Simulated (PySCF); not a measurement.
Write Cartesian coordinates for `CCC[Si@@H]1N[SiH2]N[Si@@H](C)N1` as optimised with PBE0-D3(BJ)/def2-SVP.

```
atom  x, y, z in Å
C1     2.7436    1.9992    0.5808
C2     2.7997    0.4871    0.7456
C3     1.7151   -0.2677   -0.0286
Si4   -0.0563    0.0546    0.5169
N5    -1.0790   -1.2277   -0.0964
Si6   -2.8063   -1.0883   -0.0383
N7    -3.1136    0.5583    0.4425
Si8   -2.3035    2.0281   -0.0477
C9    -2.7508    3.3635    1.1838
N10   -0.6178    1.6006   -0.0822
H11    3.5597    2.4933    1.1293
H12    1.7925    2.4128    0.9518
H13    2.8378    2.2872   -0.4799
H14    3.7929    0.1250    0.4287
H15    2.7201    0.2360    1.8175
H16    1.8768   -1.3557    0.0718
H17    1.7942   -0.0517   -1.1104
H18   -0.1384    0.0609    2.0099
H19   -0.6690   -1.8776   -0.7597
H20   -3.4896   -1.9442    0.9841
H21   -3.3561   -1.4831   -1.3770
H22   -3.8852    0.6804    1.0918
H23   -2.6912    2.5087   -1.4160
H24   -2.4800    3.0602    2.2069
H25   -3.8294    3.5887    1.1561
H26   -2.2115    4.2951    0.9502
H27   -0.0101    2.0951   -0.7274
```

Any rigid rotation of these coordinates is as good. Atoms count from 1 in this order. N10 (nitrogen bridging silicon atoms) is almost planar (angles 121.4°, 118.2° and 117.1°, sum 356.8°, 0.15 Å off the plane of its three neighbours). N7 (nitrogen bridging silicon atoms) is planar (angles 129.4°, 115.5° and 115.1°, sum 360.0°, 0.01 Å off the plane of its three neighbours). Si6 (SiH2 silicon) is distorted tetrahedral (angles from 105.1° to 115.5°). Si4 (SiH silicon) is tetrahedral (angles from 108.7° to 110.7°).

Bonds between heavy atoms (Å): C1–C2 1.522, C2–C3 1.531, C3–Si4 1.881, Si4–N5 1.751, N5–Si6 1.734, Si6–N7 1.743, N7–Si8 1.748, Si8–C9 1.871, Si8–N10 1.739, Si4–N10 1.750.

Computed, not measured: PBE0-D3(BJ)/def2-SVP geometry optimisation, gas phase in PySCF 2.14.0.

Point group: C1 (no symmetry element, even within 0.4 Å). No PBE0-D3(BJ)/def2-SVP frequencies stand behind this structure, so it isn't proved a minimum. The numbers are those of one conformer (C1–C2–C3–Si4 -65°, C2–C3–Si4–N5 -162°, C3–Si4–N5–Si6 -168°, Si4–N5–Si6–N7 9°, N5–Si6–N7–Si8 40°, Si6–N7–Si8–C9 -163°).
